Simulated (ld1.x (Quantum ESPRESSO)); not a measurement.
**Which setting gave this result? (boron (B), RRKJ)**

Base potential:

```
Element                 : B (Z = 5)
Generator               : ld1.x (Quantum ESPRESSO) 7.5
Type                    : norm-conserving RRKJ (Kleinman–Bylander form)
Functional              : PBE
Relativity              : non-relativistic
Frozen core             : [He]
Valence charge          : 3
Reference configuration : 2s2 2p1
Partial waves           : 2p (bound): rc 2.75 bohr; 3d channel at -0.1 Ry: rc 3.00 bohr; 2s (bound): rc 1.15 bohr
Local potential         : the s channel
Core correction         : none
rho0                    : 0.005
```

Cutoffs, loose and tight: the cutoffs (Ry, on a coarse ladder) from which the occupation-weighted sum of valence levels, in a spherical-Bessel basis at the reference potential, stays within 10 and 1 mRy of its value at 400 Ry. They do not see the model core or the augmentation charge, which bear on the density cutoff. Test errors are all-electron minus pseudo excitation energies from the reference, over the configurations 2s2 2p0; 2s1 2p0; 2s2 2p0.5; 2s1 2p2; 2s1 2p1; 2s0 2p3; 2s2 2p1.3; variants that change the core or the reference have their own tests.

Only the p radius is moved:

| p radius (bohr) | cutoff, loose | cutoff, tight | bound ghosts | largest test error (meV) | median size of the test errors |
| --- | --- | --- | --- | --- | --- |
| 1.82 | 25 Ry | 55 Ry | none | +110 | 6.7 meV |
| 2.44 | 21 Ry | 55 Ry | none | +183 | 23.9 meV |
| 2.82 | 21 Ry | 55 Ry | none | +281 | 44.7 meV |
| 3.64 | 21 Ry | 55 Ry | none | +645 | 107.3 meV |
| 3.98 | 21 Ry | 55 Ry | none | +896 | 140.3 meV |

Question: One more run gave cutoff, loose: 21 Ry; cutoff, tight: 55 Ry; bound ghosts: none; largest test error (meV): +423; median size of the test errors: 71.6 meV. Which value of the p radius was used?

Answer: 3.24 bohr. The median size of the test errors moves one way along this sweep, from 6.7 meV at 1.82 to 140.3 meV at 3.98 bohr, which places the run between 2.82 and 3.64 bohr.
